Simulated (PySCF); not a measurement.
Bonds (- single, = double, # triple, : aromatic): N1#C2 1.157 Å, C2-C3 1.436 Å, C3:N4 1.364 Å, N4:C5 1.300 Å, C5:S6 1.721 Å, S6:N7 1.646 Å, N7:C3 1.315 Å. C5 carries H8.

Geometry: PBE0-D3(BJ)/def2-SVP; GIAO shifts from PySCF 2.14, gas phase, non-relativistic, averaged over equivalent atoms.

At PBE0/pcSseg-1 (131 basis functions, 13 s wall time on 1 thread of an x86-64 server CPU, shared host):
```
atoms  δ (ppm)
   N4    353.6
   N7    343.8
   N1    319.6
   C5    179.5
   C3    152.9
   C2    117.7
   S6    458.5
   H8     9.47
```

Scale: 15N (σref 265.67) against NH3; 13C (σref 184.41), 1H (σref 31.27) against TMS; CS2 for 33S (σref 495.66) (reference shieldings calculated alike).

Q: Estimate the result of repeating the calculation with WP04/pcSseg-2.

A: 
| atoms | δ at WP04/pcSseg-2 | change |
| --- | --- | --- |
| N4 | 356.3 | +2.7 |
| N7 | 347.1 | +3.3 |
| N1 | 305.3 | -14.3 |
| C5 | 189.8 | +10.3 |
| C3 | 159.9 | +7.0 |
| C2 | 116.1 | -1.6 |
| S6 | 502.0 | +43.5 |
| H8 | 9.49 | +0.02 |

Referencing at the same level of theory: 15N (244.72 ppm) against NH3; TMS for 13C (172.10 ppm) and 1H (31.61 ppm); 33S (468.55 ppm) against CS2.

The largest change is at S6 (aromatic ring sulfur). Cost: 273 basis functions, 38 s wall time on 1 thread of an x86-64 server CPU, shared host. The order of the carbon signals is the same at both levels.

Experimental scales use liquid or dissolved standards, which lie at an offset from isolated NH3 (liquid NH3: subtract about 20 ppm). Unscaled 15N shifts of sp2 nitrogen come out 20 to 40 ppm too high even then.
